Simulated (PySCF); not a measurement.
I₂Mg, SMILES [I][Mg-][I], charge -1, multiplicity 2. Atoms are numbered in the order given.

```xyz
3

Mg     0.0000     0.0000     1.2820
I      0.0000     2.3841    -0.1451
I      0.0000    -2.3841    -0.1451
```
Charge -1, spin multiplicity 2.

Coordinates come from a B3LYP-D3(BJ)/def2-SVPD optimisation. The def2 effective core potentials stand for the cores of I; spin–orbit coupling is left out.

All values below come from PySCF with CAM-B3LYP/def2-TZVPD.

```yaml
total_energy: -795.69858 hartree
point_group: C2v
"α spin, highest occupied and lowest empty level": -1.63 and 3.17 eV
"β spin, highest occupied and lowest empty level": -4.25 and 2.39 eV
dipole_moment_about_the_centre_of_nuclear_charge: 0.71 D
mean_static_polarisability: 160.7 bohr³ (23.82 Å³)
polarisability_principal_values: 135.0, 159.4, 187.7 bohr³
"⟨S²⟩": 0.752 (pure state 0.75)
```
